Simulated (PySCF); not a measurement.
Gas-phase reaction: 2 GeH₂ + 3 Cl₂ → 2 GeHCl₃ + 2 H

Method: PySCF energies plus ideal-gas RRHO corrections (1 bar). † marks an energy on the PBE0/def2-TZVP geometry and frequencies; other levels use their own. CCSD(T) freezes the core. 6-31G* has spherical d functions here. Open shells (unrestricted): H (multiplicity 2); the rest are closed-shell singlets. B3LYP is the form with VWN-RPA correlation. Ge: all electrons, no relativistic terms. GeH₂: computed as isolated molecules; such fragments, hydroxides, amides, oligomers or adducts are transient or little studied in the gas. CCSD(T) isn't extrapolated to the basis-set limit; its ΔH°(298 K) is -851.4 kJ in def2-SVP and -829.5 kJ in def2-TZVPP. The harmonic model lacks anharmonicity and excited electronic states, which grow with temperature; levels with a mode under 35 cm⁻¹ are left out.

```tsv
level	ΔE electronic, kJ	ΔH°(298 K), kJ	ΔS°(298 K), J/K	ΔG°(1400 K), kJ
B3LYP/6-31G*	-745	-748	-220	-478
B3LYP/def2-TZVP†	-717	-719	-220	-450
BLYP/def2-TZVP†	-659	-661	-220	-392
CCSD(T)/def2-TZVPP†	-827	-829	-220	-560
HF/6-31G*	-936	-939	-226	-662
HF/def2-TZVP†	-924	-926	-220	-657
PBE/def2-SVP	-815	-817	-220	-547
PBE0/def2-QZVP†	-803	-806	-220	-536
PBE0/def2-SVP†	-877	-880	-220	-610
LDA/def2-TZVP†	-802	-804	-220	-535
ωB97M-V/def2-TZVP†	-792	-794	-220	-525
```
ΔH° is lowest at HF/6-31G* and highest at BLYP/def2-TZVP†. No reference value is set beside these.
